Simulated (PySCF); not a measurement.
BiFBr2, SMILES [Bi]([F])([Br])[Br]. Atoms are numbered in the order given.

```xyz
4

Bi    -0.2628    -0.6617     0.0000
F      1.5752    -1.5482     0.0000
Br     0.1091     0.9836    -2.0134
Br     0.1091     0.9836     2.0134
```

Geometry optimised at B3LYP-D3(BJ)/def2-SVP. The structure was generated by enumeration; whether it is a known compound was not checked. The def2 effective core potentials stand for the cores of Bi; spin–orbit coupling is left out.

Level of theory: PBE/def2-TZVP (PySCF).

Symmetry labels are those of the subgroup Cs that the program uses (full group Cs).

Q: List the valence orbital energies around the gap with their symmetry. (Estimate from the structure and the level; the computed values follow.)

A: 
```csv
orbital,symmetry,energy (eV)
HOMO−7,A",-9.71
HOMO−6,A',-9.48
HOMO−5,A",-8.72
HOMO−4,A',-8.22
HOMO−3,A',-7.59
HOMO−2,A",-7.37
HOMO−1,A',-7.36
HOMO,A",-7.24
LUMO,A',-3.29
LUMO+1,A",-2.89
LUMO+2,A',-2.88
LUMO+3,A",2.01
```
